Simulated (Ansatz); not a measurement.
Reaction (hydrogenolysis of a C–Si bond): `C=C=C(O)[SiH3]` + H₂ → `C=C=CO` + SiH₄

Calculated with Ansatz (gas phase, PBE0-D4/def2-TZVP geometries, no zero-point term in ΔE). CCSD(T)/CBS adds triple-zeta CCSD(T) − MP2 to the extrapolated MP2 energy (def2 sets, frozen cores). This one scheme is used for every species. DFT in def2-TZVPP. B3LYP here is the variant with VWN-RPA as its local correlation; programs differ in this. One conformer a species, not always the lowest.

**Question.** Is it downhill or uphill in electronic energy at CCSD(T)/CBS, and by how much? (An estimate is asked.)

**Answer.** The calculation gave: Downhill: ΔE = -0.17 eV.

**Question.** What do these levels give: PBE-D4, r2SCAN-D4, B2PLYP, r2SCAN, B3LYP, SCS-MP2/def2-TZVPP? (Best estimate.)

**Answer.** The calculation gave: PBE-D4 -0.14, r2SCAN-D4 -0.15, B2PLYP -0.23, r2SCAN -0.17, B3LYP -0.30, SCS-MP2/def2-TZVPP -0.19 eV.

Largest T1 diagnostic among the species: 0.013.

In def2-TZVPP, CCSD(T) changes the Hartree–Fock value by +0.24 eV (the triples alone add +0.06 eV) and MP2 by +0.33 eV. From PBE to PBE0 (25 % exact exchange), in def2-TZVPP and without D4, ΔE moves by −0.04 eV. The D4 term adds +0.11 eV with B3LYP and +0.06 eV with PBE0; it sums over pairs of atoms, weighted by their polarisabilities, and B3LYP, whose exchange is more repulsive, gets the larger term.
